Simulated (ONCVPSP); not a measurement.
# Potentials for rubidium (Rb) compared

Generated with ld1.x 7.5 (TM, RRKJ, ultrasoft, PAW), atompaw 4.2 or ONCVPSP 4.0.1. The cutoff is in Ry: for ld1.x and atompaw files where the sum of valence levels is converged to 10 mRy in a Bessel basis, for ONCV files where the hardest occupied wave has 1 mHa per electron of residual kinetic energy. The error is the largest all-electron minus pseudo excitation energy over each file’s own four to seven test configurations (ionisations up to +4, promotions, holes and added fractions of an electron), all of which were solved. The labels leave out finer settings (local radius, basis sizes, second energies), which also bear on the numbers. Spin-polarised tests are not counted. The rows are a selection from randomly drawn settings: files with unsolved tests, undetermined cutoffs or missed reference levels are left out.

A true bound ghost makes a file unfit for plane-wave use even where its test errors are small: the radial tests pick states by their node count and pass the ghost by.

| potential | cutoff (Ry) | largest error (meV) | bound ghosts |
| --- | --- | --- | --- |
| ONCV, LDA (Perdew-Wang 92), fully relativistic, rc 2.05/2.70/2.40 (spd), local smoothed, core correction yes, reference 4s2 4p6, qcut 4.8/6.4/4, projectors 3/2/2 | 19 | -10 | none |
| ONCV, PW91, fully relativistic, rc 2.15/1.95/2.00/1.80 (spdf), local smoothed, core correction no, reference 4s2 4p6 5s1, qcut 6/8.4/4.4/5.9, projectors 3/2/3/1 | 40 | +3.6 | d5/2 |
| ONCV, PBE, scalar-relativistic, rc 2.55/2.60/2.10 (spd), local d, core correction yes, reference 4s2 4p6 5s1, qcut 3.9/4.5/4.5, projectors 3/2/0 | 13 | -278 | none |
| ONCV, LDA (Perdew-Zunger), scalar-relativistic, rc 2.10/1.60/1.65 (spd), local smoothed, core correction yes, reference 4s2 4p6 5s1, qcut 6/5.2/6.3, projectors 3/2/2 | 28 | -4.8 | none |

(1) Fill in the row for Rb: ONCV, PBEsol, scalar-relativistic, rc 2.40/1.90/2.05 (spd), local smoothed, core correction yes, reference 4s2 4p6 5s1, qcut 5.9/7.6/4, projectors 2/2/2.

(2) Fill in the row for Rb: ONCV, PBE, fully relativistic, rc 2.25/1.60/2.30 (spd), local smoothed, core correction no, reference 4s2 4p6, qcut 4.7/6.2/4.3, projectors 2/1/2.

(3) Fill in the row for Rb: ONCV, PBE, scalar-relativistic, rc 2.25/2.55/2.25 (spd), local smoothed, core correction yes, reference 4s2 4p6 5s1, qcut 6.8/4.9/4.7, projectors 2/2/2.

## Answers

(1) cutoff 31 Ry, largest error -2.8 meV, bound ghosts: none.

(2) cutoff 32 Ry, largest error +2.8 meV, bound ghosts: none.

(3) cutoff 25 Ry, largest error -30 meV, bound ghosts: none.
